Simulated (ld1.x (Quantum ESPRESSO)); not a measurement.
Scattering properties, PAW potential for bromine

ld1.x (Quantum ESPRESSO) 7.5 input, shortened:

```
&input
   title='Br', zed=35., rel=1, dft='PBE', iswitch=3,
   config='[Ar] 3d10 4s2 4p5'
 /
 &inputp
   pseudotype=3, lpaw=.true., tm=.true., lloc=-1, rcloc=1.50,
   nlcc=.true., new_core_ps=.true., rcore=0.85,
   which_augfun='PSQ', rmatch_augfun_nc=.true.
 /
4
4S  1  0   2.00   0.00  1.40  1.65  0.0
4S  1  0   0.00  -0.60  1.40  1.65  0.0
4P  2  1   5.00   0.00  1.50  1.85  0.0
4P  2  1   0.00  -0.25  1.50  1.85  0.0
 &test
   configts(1)='4s2 4p5'
 /
```

The phase is arctan(r·u′/u) with u = r·R(r), unwrapped; energies in Ry, scanned from -3 to 5 Ry. A pole is an energy at which the radial function vanishes at the test radius. The pseudo phase is shifted by a multiple of π to meet the all-electron one at the reference energy, and phase errors are pseudo minus all-electron; the curves can meet again beyond the range given. Levels narrower than the energy grid can be missing from the lists of poles.

```csv
channel,radius (bohr),reference energy (Ry),"poles, all-electron","poles, pseudo",unbroken range about the reference energy with phases within 0.05 rad,phase error 1 Ry above the reference energy (rad)
s,1.99,-1.48,0.40,0.40,below 4.9,-0.000
p,1.99,-0.58,2.07,2.06,the whole range,-0.000
```

Phases in the p channel:

```csv
E (Ry),all-electron,pseudo
-3.00,1.172,1.171
-2.52,1.101,1.100
-2.04,0.985,0.984
-1.56,0.767,0.767
-1.08,0.301,0.301
-0.60,-0.477,-0.477
-0.12,-1.019,-1.019
0.36,-1.272,-1.272
0.84,-1.405,-1.405
1.32,-1.487,-1.488
1.80,-1.545,-1.545
2.28,-1.589,-1.590
2.76,-1.626,-1.628
3.24,-1.660,-1.663
3.72,-1.693,-1.697
4.20,-1.727,-1.733
4.68,-1.765,-1.775
```
